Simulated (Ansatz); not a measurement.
Two isomers of C2H8SSi2: A = `CSC1[SiH2][SiH2]1`, B = `S[SiH]1C[SiH2]C1`.

Calculated with Ansatz (gas phase, PBE0-D4/def2-TZVP geometries, no zero-point term in ΔE). CBS: MP2 limit from def2 TZ/QZ plus the TZ coupled-cluster correction, frozen cores. Functionals use def2-TZVPP. B3LYP here is the variant with VWN-RPA as its local correlation; programs differ in this. One conformer a species, not always the lowest.

Question: Which isomer does CCSD(T)/CBS put lower? Give the gap. (An estimate is asked.)

Answer: The calculation gave: B, by 58.1 kcal/mol.

Question: Give E(B) − E(A) in kcal/mol with r2SCAN-D4, ωB97M-V, B3LYP-D4, CCSD/def2-TZVPP, CCSD(T)/def2-TZVPP, MP2/def2-TZVPP, PBE0-D4. (Estimate.)

Answer: Computed: r2SCAN-D4 -57.6, ωB97M-V -59.6, B3LYP-D4 -56.6, CCSD/def2-TZVPP -59.4, CCSD(T)/def2-TZVPP -58.2, MP2/def2-TZVPP -59.9, PBE0-D4 -56.8. None reverses the order clearly.

Largest T1 diagnostic: 0.013.

In def2-TZVPP, CCSD(T) changes the Hartree–Fock value by +3.8 kcal/mol (the triples alone add +1.2 kcal/mol) and MP2 by +2.2 kcal/mol. From PBE to PBE0 (25 % exact exchange), in def2-TZVPP and without D4, E(B) − E(A) moves by −3.2 kcal/mol.
